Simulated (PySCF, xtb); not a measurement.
Rb(Cl) anion (ClRb), SMILES [Cl][Rb] (connectivity only; charge and spin as stated), charge -1, multiplicity 2.

Harmonic wavenumbers (cm⁻¹) from GFN2-xTB in xtb 6.7.1 at its own minimum, in rising order: 68.

Task: What does PBE-D3(BJ)/def2-TZVPD (PySCF) give at its own minimum? (Estimate from the structure and the level; the computed values follow.)

Result: 163. Paired by order, the mean absolute difference is 95 cm⁻¹ and the zero-point energies are 0.1 and 0.2 kcal/mol.
